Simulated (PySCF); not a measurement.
C4H10OSi2.
Bonds: Si1–O2, O2–Si3, Si3–C4, C4–C5, C5–C6 (double), C6–C7, Si3–C7. Hydrogens: H8, H9, H10 on Si1; H11 on Si3; H12, H13 on C4; H14 on C5; H15 on C6; H16, H17 on C7.

The calculation used PBE0-D3(BJ)/def2-SVP geometry optimisation, gas phase (PySCF 2.14.0).

Task: Give the optimised bond lengths and angles.

Result: 
| bond | length (Å) | order |
| --- | --- | --- |
| Si1–O2 | 1.655 | single |
| O2–Si3 | 1.665 | single |
| Si3–C4, Si3–C7 | 1.891 | single |
| C4–C5, C6–C7 | 1.507 | single |
| C5=C6 | 1.342 | double |
| Si1–H8, Si1–H9, Si1–H10 | 1.494 | single |
| Si3–H11 | 1.491 | single |
| C4–H12, C7–H17 | 1.105 | single |
| C4–H13, C7–H16 | 1.104 | single |
| C5–H14, C6–H15 | 1.096 | single |

Bonds in one row agree within 0.01 Å and their mean is given. Orders are formal, as drawn. A selection of angles:
| angle | degrees |
| --- | --- |
| O2–Si1–H8 | 108.5 |
| O2–Si1–H9 | 110.6 |
| H8–Si1–H9 | 109.2 |
| H9–Si1–H10 | 108.5 |
| Si1–O2–Si3 | 144.3 |
| O2–Si3–C4 | 111.1 |
| O2–Si3–H11 | 107.2 |
| C4–Si3–C7 | 96.0 |
| C4–Si3–H11 | 115.1 |
| Si3–C4–C5 | 102.2 |
| Si3–C4–H12 | 112.5 |
| Si3–C4–H13 | 112.3 |
| C5–C4–H12 | 111.6 |
| C5–C4–H13 | 112.3 |
| H12–C4–H13 | 106.2 |
| C4–C5–C6 | 119.2 |
| C4–C5–H14 | 120.0 |
| C6–C5–H14 | 120.8 |
| Si3–C7–H16 | 113.4 |
| Si3–C7–H17 | 112.3 |

Torsions: Si1–O2–Si3–C4 -110° (anticlinal); O2–Si3–C4–C5 107° (anticlinal); Si3–C4–C5–C6 8° (synperiplanar); C4–C5–C6–C7 0° (synperiplanar); C5–C6–C7–Si3 -8° (synperiplanar); O2–Si3–C7–C6 -106° (anticlinal). The mirror-image conformer, all signs reversed, is as good.

Of the pairs four or more bonds apart, Si1···H16 is among the closest relative to their van der Waals radii: 3.38 Å, 102 % of the sum of Bondi's values. Si1 (oxygen-bound silicon) is tetrahedral (angles from 108.5° to 110.7°). Si3 (oxygen-bound silicon) has angles from 96.0° to 115.1°. The 3 C–C bonds span 1.342 Å (C5=C6, drawn double) to 1.507 Å (C6–C7, drawn single), a spread of 0.165 Å. The 5-membered ring Si3–C4–C5–C6–C7 has internal angles of 96.0° to 119.2°; it is slightly puckered (a soft mode that the optimisation may not have finished), 0.06 Å rms from its mean plane, widest ring torsion 10°.

Point group: C1 (no symmetry element, even within 0.4 Å). Stationary, but not proved a minimum. One conformer, not necessarily the lowest.

On one thread, Arm Neoverse V2 (aarch64), no GPU, shared host, this took 2.6 min and 0.64 GiB of memory at its peak. That covers the optimisation of the geometry.
